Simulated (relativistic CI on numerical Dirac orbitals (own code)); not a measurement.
## Cs⁴⁷⁺: sensitivity of the levels to the model

Base calculation: Dirac-Coulomb-Breit CI, KLI orbitals optimised for each configuration, a model potential for QED, unscaled Slater integrals.

Configurations in the expansion (outside the closed core 1s2): 2s2.2p4, 2s.2p5, 2p6, 2p5.3s, 2p5.3p, 2p5.3d, 2s2.2p3.3s, 2s2.2p3.3p, 2s2.2p3.3d, 2s.2p4.3s, 2s.2p4.3p, 2s.2p4.3d, 2s2.2p3.4s, 2s2.2p3.4p, 2s2.2p3.4d, 2s2.2p3.4f, 2s.2p4.4s, 2s.2p4.4p, 2s.2p4.4d, 2s.2p4.4f, 2s2.2p2.3s2, 2s2.2p2.3s.3p, 2s2.2p3.5s, 2s2.2p3.5p, 2s2.2p3.5d, 2s2.2p2.3s.3d, 2s2.2p3.5f, 2s2.2p2.3p2, 2s2.2p3.5g, 2s2.2p2.3p.3d, 2s.2p3.3s2, 2s2.2p2.3d2, 2s.2p3.3s.3p, 2s.2p3.3s.3d, 2s.2p3.3p2, 2s.2p4.5s. Levels of other configurations are missing.

Variants: (1) P86 correlation estimate; (2) configuration mixing switched off; (3) one mean potential for all configurations. Shifts of the energy above 2s2.2p4 3P_2, in eV, for the lowest level and the first level of each name with at least 55 % of one term (blank where a level changes its place among those of its configuration and J or its character, or is not in the variant):

```
           Level     Base   Δ(1)   Δ(2)   Δ(3)
    2s2.2p4 3P_2     0.00   0.00   0.00   0.00
    2s2.2p4 1S_0    39.15   0.00  +2.67  -0.01
    2s2.2p4 3P_1   363.00   0.00  -0.05  +0.05
    2s2.2p4 1D_2   380.02   0.00  -0.05  +0.05
    2s.2p5 3P°_2   630.64  +0.26  -0.15  +0.13
    2s2.2p4 3P_0   757.25   0.00  +3.58  +0.10
    2s.2p5 3P°_0  1001.81  +0.26  -0.18  +0.13
        2p6 1S_0  1349.26  +0.42  -5.83  +0.38
 2s2.2p3.3p 3P_0  4853.68  +1.57  +1.18  +0.18
2s2.2p3.3d 3P°_0  4910.62  +1.21  +0.91  +0.10
2s2.2p3.3s 3D°_3  5004.64  +1.44  +0.36  +0.55
2s2.2p3.3s 1D°_2  5009.97  +1.44  +1.03  +0.46
2s2.2p3.3s 3P°_0  5036.41  +1.44  +4.21  +0.40
2s2.2p3.3s 3P°_1  5039.39  +1.44  +3.76  +0.36
```

At this charge energies of transitions that change n are usually good to better than 1 %, and those within a shell (Δn = 0) to a few per cent.

Ionisation energy from the two ground configurations alone: base 8483.07 eV; P86 correlation estimate 8485.07 eV. The NIST ASD value (theoretical) is 8484 eV.

LS names give the leading component of a level, which can be under half, so a name can repeat, a term be missing and a line seem to break the LS rules.
